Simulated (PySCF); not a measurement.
Record of a relaxation.

CH₃B₂Br₂F.
Atom-mapped SMILES: `[F:1][B:2]([Br:3])[CH2:4][BH:5][Br:6]` (hydrogens: H7, H8 on C4; H9 on B5)

Method: PBE0-D3(BJ)/def2-SVP geometry optimisation, gas phase (PySCF); density fitting, grid level 1; the optimiser is geomeTRIC in internal coordinates, started from a GFN2-xTB structure with every atom displaced at random (about 0.01 Å). The frame can shift and turn from step to step; on so coarse a grid that alone can change the energy by a few meV, and forces under 0.02 eV/Å are noise.

Step 0: E = -145209.2492 eV, largest atomic force 1.485 eV/Å
```
atom  x, y, z in Å  |  force x, y, z in eV/Å
F1     -2.068   -0.309    0.695   -0.118  -0.130   0.052
B2     -1.251    0.381   -0.071    1.136  -0.953  -0.081
Br3    -1.710    2.171   -0.432   -0.100   0.551  -0.169
C4      0.108   -0.311   -0.594   -1.036   0.271   0.209
B5      1.120   -0.416    0.580   -0.680  -0.070  -0.370
Br6     2.559    0.765    0.679    0.731   0.524   0.112
H7     -0.183   -1.331   -0.899   -0.087  -0.108   0.095
H8      0.495    0.226   -1.457    0.171   0.246  -0.207
H9      0.987   -1.194    1.465   -0.015  -0.331   0.360
```

Step 1: E = -145209.2942 eV, largest atomic force 0.485 eV/Å
```
atom  x, y, z in Å  |  force x, y, z in eV/Å
F1     -1.814   -0.239    1.089    0.052   0.035   0.031
B2     -1.119    0.425    0.185   -0.411   0.127  -0.224
Br3    -1.509    2.294   -0.024    0.054  -0.081   0.080
C4     -0.049   -0.301   -0.685    0.253  -0.092  -0.061
B5      1.109   -0.513    0.335    0.059   0.018   0.035
Br6     2.605    0.667    0.407   -0.030  -0.034  -0.058
H7     -0.468   -1.284   -0.968    0.003   0.042   0.127
H8      0.239    0.278   -1.573   -0.028   0.044   0.102
H9      1.059   -1.350    1.198    0.048  -0.059  -0.031
```

Step 2: E = -145209.3095 eV, largest atomic force 0.174 eV/Å
```
atom  x, y, z in Å  |  force x, y, z in eV/Å
F1     -1.855   -0.232    1.069   -0.021  -0.066  -0.034
B2     -1.156    0.424    0.163    0.018   0.049  -0.038
Br3    -1.515    2.298   -0.008    0.006   0.002  -0.020
C4     -0.043   -0.299   -0.670   -0.087  -0.007   0.150
B5      1.116   -0.515    0.351    0.042   0.041  -0.100
Br6     2.607    0.670    0.362    0.041  -0.011   0.029
H7     -0.452   -1.284   -0.952   -0.007  -0.029   0.024
H8      0.254    0.287   -1.548   -0.002   0.018   0.009
H9      1.099   -1.371    1.198    0.009   0.002  -0.020
```

Step 3: E = -145209.3139 eV, largest atomic force 0.188 eV/Å
```
atom  x, y, z in Å  |  force x, y, z in eV/Å
F1     -1.886   -0.248    1.051   -0.057   0.006  -0.037
B2     -1.180    0.424    0.163    0.128  -0.047  -0.002
Br3    -1.542    2.295   -0.018   -0.029   0.009   0.009
C4     -0.047   -0.290   -0.652   -0.032   0.119   0.141
B5      1.133   -0.498    0.346    0.017  -0.099  -0.046
Br6     2.654    0.648    0.357   -0.043   0.027  -0.031
H7     -0.448   -1.281   -0.925    0.029  -0.031  -0.006
H8      0.238    0.299   -1.531    0.000   0.006  -0.053
H9      1.132   -1.373    1.173   -0.013   0.010   0.023
```

Step 4: E = -145209.3176 eV, largest atomic force 0.096 eV/Å
```
atom  x, y, z in Å  |  force x, y, z in eV/Å
F1     -1.927   -0.263    1.017   -0.018   0.021  -0.020
B2     -1.187    0.423    0.168    0.023  -0.072  -0.029
Br3    -1.554    2.293   -0.011   -0.006   0.013   0.032
C4     -0.044   -0.284   -0.633   -0.020   0.048   0.080
B5      1.147   -0.502    0.348    0.012  -0.016  -0.043
Br6     2.657    0.658    0.322    0.006   0.015   0.013
H7     -0.440   -1.277   -0.909    0.011  -0.007  -0.018
H8      0.240    0.309   -1.511   -0.001  -0.017  -0.034
H9      1.163   -1.379    1.173   -0.009   0.015   0.019
```

Step 5: E = -145209.3192 eV, largest atomic force 0.051 eV/Å
```
atom  x, y, z in Å  |  force x, y, z in eV/Å
F1     -1.963   -0.280    0.981    0.026  -0.032  -0.023
B2     -1.195    0.413    0.162   -0.046  -0.007   0.021
Br3    -1.562    2.287    0.018    0.026   0.019   0.007
C4     -0.040   -0.283   -0.625    0.000  -0.005  -0.019
B5      1.158   -0.496    0.347   -0.003   0.038   0.026
Br6     2.661    0.674    0.309    0.002  -0.004   0.009
H7     -0.427   -1.280   -0.903    0.012   0.005  -0.014
H8      0.242    0.308   -1.506   -0.015  -0.016  -0.011
H9      1.180   -1.366    1.180   -0.002   0.002   0.004
```

Step 6: E = -145209.3208 eV, largest atomic force 0.147 eV/Å
```
atom  x, y, z in Å  |  force x, y, z in eV/Å
F1     -1.986   -0.315    0.940    0.012   0.011  -0.013
B2     -1.203    0.398    0.155   -0.040   0.026   0.052
Br3    -1.550    2.280    0.054    0.010  -0.025   0.015
C4     -0.037   -0.284   -0.624    0.024  -0.069  -0.127
B5      1.161   -0.483    0.351   -0.013   0.076   0.051
Br6     2.652    0.702    0.305    0.009  -0.016   0.013
H7     -0.411   -1.286   -0.905    0.012   0.009   0.004
H8      0.243    0.306   -1.507   -0.013  -0.007   0.018
H9      1.186   -1.341    1.196    0.000  -0.006  -0.011
```

Step 7: E = -145209.3225 eV, largest atomic force 0.160 eV/Å
```
atom  x, y, z in Å  |  force x, y, z in eV/Å
F1     -1.993   -0.343    0.913   -0.003  -0.013  -0.003
B2     -1.204    0.381    0.145   -0.022   0.054   0.044
Br3    -1.534    2.268    0.095    0.010  -0.025  -0.005
C4     -0.033   -0.289   -0.637    0.018  -0.072  -0.141
B5      1.155   -0.463    0.355   -0.001   0.047   0.048
Br6     2.640    0.729    0.321   -0.002  -0.011   0.000
H7     -0.391   -1.296   -0.919    0.009   0.009   0.031
H8      0.243    0.299   -1.523   -0.007   0.020   0.037
H9      1.172   -1.309    1.212   -0.001  -0.009  -0.013
```

Step 8: E = -145209.3231 eV, largest atomic force 0.060 eV/Å
```
atom  x, y, z in Å  |  force x, y, z in eV/Å
F1     -1.994   -0.359    0.901   -0.009  -0.001   0.003
B2     -1.203    0.371    0.141    0.011   0.013   0.002
Br3    -1.523    2.260    0.112   -0.003  -0.007  -0.002
C4     -0.031   -0.293   -0.647   -0.001  -0.029  -0.052
B5      1.149   -0.450    0.359    0.006   0.004   0.008
Br6     2.630    0.746    0.333   -0.004   0.002   0.000
H7     -0.379   -1.303   -0.926    0.002   0.000   0.024
H8      0.244    0.299   -1.530    0.002   0.021   0.020
H9      1.161   -1.293    1.220   -0.004  -0.003  -0.003
```

Step 9: E = -145209.3232 eV, largest atomic force under 0.02 eV/Å
```
atom  x, y, z in Å  |  force x, y, z in eV/Å
F1     -1.994   -0.362    0.899   -0.004  -0.003   0.001
B2     -1.202    0.369    0.140    0.008  -0.001  -0.005
Br3    -1.522    2.257    0.112   -0.003   0.002  -0.002
C4     -0.029   -0.295   -0.649   -0.004  -0.006  -0.006
B5      1.148   -0.448    0.360    0.003  -0.003  -0.001
Br6     2.626    0.751    0.339   -0.002   0.003   0.001
H7     -0.375   -1.306   -0.927    0.000  -0.001   0.008
H8      0.244    0.301   -1.529    0.003   0.008   0.004
H9      1.159   -1.292    1.220   -0.001  -0.001   0.000
```

**Question.** Summarise the path.

**Answer.** The energy falls by 7.14 kJ/mol from step 0 to step 9; nine tenths of that is first reached at step 4. It falls at every step. The largest force goes from 1.485 to under 0.02 eV/Å. Among the bonds B2–C4 changes most, from 1.612 to 1.562 Å; the atoms move by 0.092 Å rms after alignment.

The cost below is that of the whole optimisation. Hardware: one thread of an Arm Neoverse V1, shared host with 64 logical CPUs at a one-minute load of 30. Cost: 1.7 min, 0.57 GiB resident at most.
